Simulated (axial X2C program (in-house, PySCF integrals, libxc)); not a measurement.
**Levels of HfS⁻ by electron attachment to HfS (EOM-EA-CCSD)**

Calculated with an axial X2C code built on PySCF integrals: two-component X2C with atomic mean-field Coulomb and Gaunt terms, Gaussian nuclei, basis Hf dyall-acv3z, S dyall-av3z with contracted cores.

R = 2.065 Å (0.960 times 2.151 Å, the PBE0 minimum at charge 0 for the lowest determinant).

Levels of HfS⁻ obtained by attaching an electron to HfS:

```csv
Ω,binding energy (eV),above lowest (cm⁻¹),attached spinor,one-particle weight
1/2,0.531,0,"49% Hf pπ, 25% Hf dπ, 9% Hf pσ",0.92
3/2,0.337,1560,"60% Hf pπ, 27% Hf dπ, 7% S pπ",0.92
1/2,0.233,2400,"40% Hf pσ, 23% Hf dσ, 12% Hf pπ",0.95
3/2,0.014,4166,88% Hf dδ,0.88
5/2,-0.165,5611,93% Hf dδ,0.88
1/2,-0.387,7398,"56% Hf pσ, 31% Hf pπ, 7% Hf sσ",0.99
1/2,-0.438,7810,"64% Hf pπ, 29% Hf pσ",0.99
3/2,-0.446,7880,94% Hf pπ,0.98
1/2,-0.521,8481,"77% Hf sσ, 14% Hf pσ",0.99
```

(1) What is the splitting of the first π pair in the table, and is it regular or inverted?

Negative binding energies belong to unbound states, resonances or levels that the basis set holds; within some tenths of an eV of zero the sign is not settled.

This point took 24 s on 1 thread of Arm Neoverse V2, with other jobs on the host.

Reference electrons by ω block (each with its −ω partner): 1/2: 27, 3/2: 12, 5/2: 4, 7/2: 1. 18 electrons of HfS correlated (inner shells frozen), 84 natural virtual spinors (a truncated set); levels can be off by some tenths of an eV. Roots sought by Ω: (1/2: 5, 3/2: 4, 5/2: 2, 7/2: 1); the list ends where they run out and leaves out roots under 60 % one-particle weight. The solver can skip a root, and states that need a further excitation, which the method places far too high, are missing though they may lie low or lowest. T1 of the reference 0.021 (Lee–Taylor). Number of frozen shells: Hf 4 s, 3 p, 2 d, 1 f; S 2 s, 1 p.

Answers

(1) E(3/2) − E(1/2) = 1560 − 0 = 1560 cm⁻¹ at EOM-EA-CCSD: regular, Ω = 1/2 lower. Splittings at this level can be off by ten to twenty per cent.
